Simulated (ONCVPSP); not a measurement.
## Potentials for nickel compared

Generated with ld1.x 7.5 (TM, RRKJ, ultrasoft, PAW), atompaw 4.2 or ONCVPSP 4.0.1. The cutoff is in Ry: for ld1.x and atompaw files where the sum of valence levels is converged to 10 mRy in a Bessel basis, for ONCV files where the hardest occupied wave has 1 mHa per electron of residual kinetic energy. The error is the largest all-electron minus pseudo excitation energy over each file’s own four to seven test configurations (ionisations up to +4, promotions, holes and added fractions of an electron), all of which were solved. The labels leave out finer settings (local radius, basis sizes, second energies), which also bear on the numbers. Spin-polarised tests are not counted. The rows are a selection from randomly drawn settings: files with unsolved tests, undetermined cutoffs or missed reference levels are left out.

A true bound ghost makes a file unfit for plane-wave use even where its test errors are small: the radial tests pick states by their node count and pass the ghost by.

```tsv
potential	cutoff (Ry)	largest error (meV)	bound ghosts
ONCV, PW91, scalar-relativistic, rc 1.15/0.95/1.55 (spd), local smoothed, core correction yes, reference 3s2 3p6 3d8 4s1.75, qcut 12.5/13/12.1, projectors 2/2/3	101	+6.0	none
ONCV, PBE, scalar-relativistic, rc 1.10/1.00/0.90/1.05 (spdf), local d, core correction no, reference 3s2 3p6 3d8 4s2, qcut 13.6/16.3/13.6/10.6, projectors 3/2/0/1	181	-16	none
ONCV, PBEsol, scalar-relativistic, rc 1.50/1.60/1.20 (spd), local smoothed, core correction no, reference 3s2 3p6 3d8 4s1.5 4p0.5, qcut 6.9/10.3/11, projectors 2/2/2	107	+11	none
ONCV, LDA (Perdew-Wang 92), scalar-relativistic, rc 1.15/1.00/1.25 (spd), local smoothed, core correction no, reference 3s2 3p6 3d8 4s2, qcut 10.8/11.3/14.7, projectors 2/2/3	148	+17	none
ONCV, PBE, scalar-relativistic, rc 1.80/1.00/1.25/1.65 (spdf), local smoothed, core correction yes, reference 3p6 3d8 4s2, qcut 3.2/16.3/11.3/7.2, projectors 2/1/2/2	111	+104	s
```

(1) Fill in the row for Ni: ONCV, PW91, scalar-relativistic, rc 0.95/0.70/1.10 (spd), local smoothed, core correction yes, reference 3s2 3p6 3d8 4s1.75, qcut 13.6/13.8/13.3, projectors 2/2/1.

(2) Fill in the row for Ni: ONCV, LDA (Perdew-Zunger), scalar-relativistic, rc 1.45/1.00/1.00 (spd), local smoothed, core correction yes, reference 3s2 3p6 3d8 4s2, qcut 10.3/11/17.3, projectors 2/2/2.

## Answers

(1) cutoff 150 Ry, largest error +0.9 meV, bound ghosts: none.

(2) cutoff 209 Ry, largest error +9.3 meV, bound ghosts: none.
